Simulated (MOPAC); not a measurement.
MOPAC input (PM6):

```
PM6 1SCF CHARGE=-1 GEO-OK AUX(PRECISION=9) THREADS=1
BiF2

Bi   -0.12178988 1   -0.08764525 1    0.18832819 1
F    -0.32495132 1    1.62226459 1   -0.87482024 1
F     1.44812468 1   -0.81398062 1   -0.86198414 1
```

From the last part of the output:

```
                                                       MOPAC v23.2.5 Linux

          FINAL HEAT OF FORMATION =        -88.59355 KCAL/MOL =    -370.67539 KJ/MOL

          COSMO AREA              =        102.23 SQUARE ANGSTROMS
          COSMO VOLUME            =         91.95 CUBIC ANGSTROMS

          IONIZATION POTENTIAL    =          2.884197 EV
          HOMO LUMO ENERGIES (EV) =         -2.884  5.044
          NO. OF FILLED LEVELS    =         10
          MOLECULAR WEIGHT        =        246.9772         POINT GROUP:  C2v

          MOLECULAR DIMENSIONS (Angstroms)

            Atom       Atom       Distance
            F     3    F     2     3.01318
           Bi     1    F     3     1.35112
           Bi     1    F     2     0.00000

          SCF CALCULATIONS        =          1

   ATOM   CHEMICAL          X               Y               Z
  NUMBER   SYMBOL      (ANGSTROMS)     (ANGSTROMS)     (ANGSTROMS)

     1      Bi         -0.12178988  *  -0.08764525  *   0.18832819  *
     2       F         -0.32495132  *   1.62226459  *  -0.87482024  *
     3       F          1.44812468  *  -0.81398062  *  -0.86198414  *

                             CARTESIAN COORDINATES

   1   Bi       -0.121789880    -0.087645250     0.188328190
   2    F       -0.324951320     1.622264590    -0.874820240
   3    F        1.448124680    -0.813980620    -0.861984140

           Empirical Formula: Bi F2  =     3 atoms

      MOLECULAR POINT GROUP   :   C2v

                  EIGENVALUES
 -30.84543 -30.69091 -13.23390  -8.65330  -8.23492  -8.08109  -8.02154  -7.16149
  -6.29615  -2.88420   5.04421   5.17184

              NET ATOMIC CHARGES AND DIPOLE CONTRIBUTIONS

  ATOM NO.   TYPE          CHARGE      No. of ELECS.   s-Pop       p-Pop
    1         Bi           0.355178        4.6448     1.96230     2.68252
    2          F          -0.677589        7.6776     1.95555     5.72204
    3          F          -0.677589        7.6776     1.95555     5.72204
 DIPOLE           X         Y         Z       TOTAL
 POINT-CHG.    -3.943    -2.838     6.098     7.796
 HYBRID         0.328     0.236    -0.507     0.649
 SUM           -3.615    -2.602     5.590     7.148

          ATOMIC ORBITAL ELECTRON POPULATIONS

     Atom    s        px        py        pz
    1 Bi   1.96230   0.99768   0.67495   1.00990
    2  F   1.95555   1.97122   1.82164   1.92917
    3  F   1.95555   1.85704   1.93455   1.93045

 **********************
 *                    *
 * JOB ENDED NORMALLY *
 *                    *
 **********************

 == MOPAC DONE ==
```

The dipole moment of an ion depends on the origin.
